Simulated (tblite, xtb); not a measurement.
C$_{4}$H$_{4}$N, doublet, at a GFN2-xTB geometry. Base run: GFN1-xTB run with xtb 6.7.1.

Geometry (Å):
```xyz
9

C      0.4403    -1.1538     0.1302
C     -0.8698    -0.8173     0.0124
N     -0.9090     0.5456    -0.1089
C      0.3594     1.0377    -0.0661
C      1.2375    -0.0079     0.0842
H     -1.7583    -1.4139     0.0044
H     -1.7432     1.1004    -0.2135
H      0.5559     2.0893    -0.1443
H      2.3041     0.0529     0.1510
```
Charge 0, spin multiplicity 2.
All else is at xtb's defaults.
Base energy -13.67647 Eh.

Programs used: tblite, xtb; a row that names a program was run with it.

Variants of this job, named by their change:

```json
[
 {"change": "base", "ΔE vs base (kJ/mol)": "0.00", "dipole (D)": "3.08", "G_solv (kcal/mol)": "-", "SCF cycles": "9"},
 {"change": "etemp = 10000", "ΔE vs base (kJ/mol)": "-118.1", "dipole (D)": "3.84", "G_solv (kcal/mol)": "-", "SCF cycles": "11"},
 {"change": "gbsa = thf", "ΔE vs base (kJ/mol)": "-29.2", "dipole (D)": "3.38", "G_solv (kcal/mol)": "-7.28", "SCF cycles": "9"},
 {"change": "program = tblite; method = gfn1", "ΔE vs base (kJ/mol)": "0.00", "dipole (D)": "-", "G_solv (kcal/mol)": "-", "SCF cycles": "-"},
 {"change": "alpb = ch2cl2", "ΔE vs base (kJ/mol)": "-22.55", "dipole (D)": "3.35", "G_solv (kcal/mol)": "-5.57", "SCF cycles": "9"},
 {"change": "alpb = toluene", "ΔE vs base (kJ/mol)": "-20.96", "dipole (D)": "3.24", "G_solv (kcal/mol)": "-5.10", "SCF cycles": "9"},
 {"change": "program = tblite; method = gfn1; option = (--guess, eeq)", "ΔE vs base (kJ/mol)": "0.00", "dipole (D)": "-", "G_solv (kcal/mol)": "-", "SCF cycles": "-"},
 {"change": "program = tblite; method = gfn1; option = (--etemp, 2000)", "ΔE vs base (kJ/mol)": "-1.76", "dipole (D)": "-", "G_solv (kcal/mol)": "-", "SCF cycles": "-"}
]
```

ALPB and GBSA are two models with their own fitted parameters for each solvent, which aren't always the measured dielectric constant.
